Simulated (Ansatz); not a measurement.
Ge₂S₂ (the lowest singlet isomer of a short search). The state is a singlet with charge 0. Geometry PBE0-D4/def2-SVP, basis def2-TZVP, Ansatz.

```csv
atom,x (Å),y (Å),z (Å)
Ge1,0.493,0.606,-1.294
Ge2,-0.899,-0.612,1.049
S3,-0.160,1.514,0.691
S4,0.566,-1.509,-0.447
```

```csv
run,HOMO (eV),LUMO (eV)
A,-7.71,-1.78
B,-5.91,-3.52
C,-5.67,-3.51
D,-6.60,-2.79
```

The structure comes from a short search, and lower isomers may exist.

**Question.** The runs used CAM-B3LYP, PBE, PBE0, r2SCAN. Estimate which is which.

**Answer.** A CAM-B3LYP (range-separated); B r2SCAN (0 % exact exchange); C PBE (0 % exact exchange); D PBE0 (25 % exact exchange). Exact exchange lowers occupied and raises empty levels; among semilocal functionals meta-GGAs tend to open the gap a little, and such runs are hard to tell apart. The gap grows from 2.16 eV (PBE) to 5.93 eV (CAM-B3LYP).
